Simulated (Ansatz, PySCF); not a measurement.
HgBr, SMILES [Br][Hg] (connectivity only; charge and spin as stated), neutral, multiplicity 2. Atoms are numbered in the order given.

```xyz
2

Hg     0.0000     0.0000    -0.7304
Br     0.0000     0.0000     1.8860
```
Charge 0, spin multiplicity 2.

Geometry: B3LYP-D3(BJ)/def2-TZVP. The spin state was assumed, not searched. The def2 effective core potentials stand for the cores of Hg; spin–orbit coupling is left out.

Two levels are set side by side: PBE-D3(BJ)/def2-TZVP (Ansatz, an electronic-structure program) and B3LYP-D3(BJ)/def2-TZVP (Ansatz). Each level has its own optimised geometry; the coordinates shown are those of the second. Frequencies come from the Hessian of PySCF at each geometry. Differences are taken from unrounded values.

```csv
quantity,B3LYP-D3(BJ)
bond Hg1–Br2 (Å),2.616
highest harmonic wavenumber (cm⁻¹),152
mean harmonic wavenumber (cm⁻¹),152
zero-point energy (kcal/mol),0.22
```

Q: What does PBE-D3(BJ) give, and how far is it from B3LYP-D3(BJ)? (Estimate from the structure and the level; the computed values follow.)

A: 
| quantity | PBE-D3(BJ) | PBE-D3(BJ) minus B3LYP-D3(BJ) |
|---|---|---|
| bond Hg1–Br2 (Å) | 2.592 | -0.024 |
| highest harmonic wavenumber (cm⁻¹) | 159 | 7 |
| mean harmonic wavenumber (cm⁻¹) | 159 | 7 |
| zero-point energy (kcal/mol) | 0.23 | 0.01 |
